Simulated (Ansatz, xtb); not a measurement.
Two isomers of GeH10OSi3

Structure I is `O[SiH2][SiH]([SiH3])[GeH3]`, a singlet and structure II is `O[SiH2][SiH2][SiH2][GeH3]`, a singlet. Both are isolated molecules in the gas phase, relaxed with r2SCAN-D4/def2-SVP, each in the lowest conformer that the search found.

Q: Estimate which is lower in electronic energy at CCSD(T)/def2-SVP + ΔMP2/def2-TZVPP, and by roughly how much.

A: CCSD(T)/def2-SVP + ΔMP2/def2-TZVPP gives E(II) − E(I) = +1.02 kcal/mol, favouring structure I, but this leans on the basis-set step: CCSD(T) alone gives −0.60 kcal/mol.

The same difference at several levels:

```json
{"level": "r2SCAN-D4/def2-SVP", "geometry": "r2SCAN-D4/def2-SVP", "E(II) − E(I) (kcal/mol)": "−0.02", "departure from the last row (kcal/mol)": "−1.04", "job, with rough time for the two": "optimisation, 6.4 min"}
{"level": "HF/def2-SVP", "geometry": "r2SCAN-D4/def2-SVP", "E(II) − E(I) (kcal/mol)": "−0.34", "departure from the last row (kcal/mol)": "−1.36", "job, with rough time for the two": "part of the CCSD(T) run"}
{"level": "MP2/def2-SVP", "geometry": "r2SCAN-D4/def2-SVP", "E(II) − E(I) (kcal/mol)": "−0.29", "departure from the last row (kcal/mol)": "−1.31", "job, with rough time for the two": "part of the CCSD(T) run"}
{"level": "CCSD(T)/def2-SVP", "geometry": "r2SCAN-D4/def2-SVP", "E(II) − E(I) (kcal/mol)": "−0.60", "departure from the last row (kcal/mol)": "−1.62", "job, with rough time for the two": "single point"}
{"level": "CCSD(T)/def2-SVP + ΔMP2/def2-TZVPP", "geometry": "r2SCAN-D4/def2-SVP", "E(II) − E(I) (kcal/mol)": "+1.02", "departure from the last row (kcal/mol)": "", "job, with rough time for the two": "single point, 3.8 min"}
```

As drawn, both hold the same kinds of bond in the same numbers.

CCSD(T)/def2-SVP puts the two in the other order. r2SCAN-D4/def2-SVP, HF/def2-SVP, MP2/def2-SVP find them nearly level. The largest departure from CCSD(T)/def2-SVP + ΔMP2/def2-TZVPP is that of CCSD(T)/def2-SVP, 1.62 kcal/mol. No reliable frequencies are at hand for II, so it isn't confirmed as a minimum. Levels run at GFN2-xTB geometries aren't shown. The last row adds to CCSD(T) the change of the MP2 difference between the two basis sets, here +1.62 kcal/mol.

The correlated steps freeze 25 core orbitals; the filled d shell of Ge is correlated, in a basis made for valence electrons. Programs: Ansatz 0.2.0, xtb 6.7.1; the last row on 2 threads of Arm Neoverse N1 on a shared host.
